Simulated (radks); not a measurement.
The numbers below are computed, except where a source is named.
Question: The caesium ion Cs5+ is in [Kr] 4d10 5s2 5p2. Code: a radial shooting solver on a logarithmic mesh with Libxc functionals. Model: scalar-relativistic Kohn-Sham, BLYP, spin-polarised, spherical densities, finite nucleus; Fermi nuclear charge, rms radius of each element as measured or else 0.836 A^(1/3) + 0.57 fm. Open shells are filled with parallel spins first. One electron is removed from 4p, 4d, 5p, 5s in turn, with full relaxation. Which removal costs least, and what does each cost?

Answer: 5p 69.558 eV; 5s 83.815 eV; 4d 142.34 eV; 4p 230.04 eV. The 5p electron leaves first.
